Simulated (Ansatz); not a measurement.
CH7OPSi (`OC[SiH2]P`) from Hartree–Fock to CCSD(T)

```json
{"atom": "O1", "x (Å)": "-0.046", "y (Å)": "-1.116", "z (Å)": "-1.510"}
{"atom": "C2", "x (Å)": "0.624", "y (Å)": "0.070", "z (Å)": "-1.117"}
{"atom": "Si3", "x (Å)": "-0.270", "y (Å)": "1.008", "z (Å)": "0.267"}
{"atom": "P4", "x (Å)": "-0.717", "y (Å)": "-0.297", "z (Å)": "2.055"}
{"atom": "H5", "x (Å)": "-0.153", "y (Å)": "-1.672", "z (Å)": "-0.733"}
{"atom": "H6", "x (Å)": "1.665", "y (Å)": "-0.128", "z (Å)": "-0.822"}
{"atom": "H7", "x (Å)": "0.670", "y (Å)": "0.709", "z (Å)": "-2.004"}
{"atom": "H8", "x (Å)": "0.577", "y (Å)": "2.139", "z (Å)": "0.737"}
{"atom": "H9", "x (Å)": "-1.574", "y (Å)": "1.538", "z (Å)": "-0.210"}
{"atom": "H10", "x (Å)": "-1.333", "y (Å)": "-1.323", "z (Å)": "1.286"}
{"atom": "H11", "x (Å)": "0.558", "y (Å)": "-0.927", "z (Å)": "2.053"}
```

Total charge 0; spin multiplicity 1. All single points use the PBE0-D4/def2-TZVP geometry. It is one conformer, not always the lowest. Frozen core, restricted reference, the Gaussian-basis code of Ansatz. CBS rows extrapolate triple and quadruple zeta; past MP2 they add the triple-zeta difference.

```tsv
basis	HF (Eh)	MP2 corr.
def2-SVP	-746.17234	-0.55290
def2-TZVPP	-746.53434	-0.70179
def2-QZVPP	-746.55875	-0.75442
```

(1) Estimate the CCSD correlation energy and the (T) correction in each basis where they were run (hartree).

Answers

(1) 
```tsv
basis	CCSD corr.	(T)
def2-SVP	-0.61233	-0.01647
def2-TZVPP	-0.75522	-0.02937
CBS(def2)	-0.84684	as TZ
```
